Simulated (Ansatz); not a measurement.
`[AlH]1[SiH2][SbH]1`. Charge 0, multiplicity 1. Sb: def2 effective core potential. The geometry is a stationary point of PBE0-D4/def2-TZVP.

```xyz
7

Al    0.191    1.126   -0.617
Si   -0.333   -1.135   -0.228
Sb   -0.517    0.528    1.801
H     0.773    2.320   -1.469
H     0.534   -2.333   -0.059
H    -1.720   -1.555   -0.557
H     1.072    1.050    1.128
```

**Question.** What is the dipole moment at PBE/def2-TZVPP? (Estimate.)

**Answer.** The calculation gave: 0.53 D, with components (-0.16, 0.47, -0.20) D in this frame, pointing from negative to positive charge.

**Question.** And with r2SCAN, B3LYP, ωB97M-V? (An estimate is asked.)

**Answer.** Computed: r2SCAN 0.59 D, B3LYP 0.63 D, ωB97M-V 0.84 D.

**Question.** Give the Mulliken charges with PBE, r2SCAN, B3LYP in def2-TZVPP. (Best estimate.)

**Answer.** Ansatz gave: 
```tsv
atom	PBE	r2SCAN	B3LYP
Al1	0.22	0.31	0.25
Si2	-0.07	-0.02	-0.03
Sb3	0.08	0.06	0.10
H4	-0.07	-0.11	-0.08
H5	-0.05	-0.07	-0.06
H6	-0.04	-0.07	-0.06
H7	-0.07	-0.09	-0.12
```

B3LYP here is the variant with VWN-RPA as its local correlation; programs differ in this.
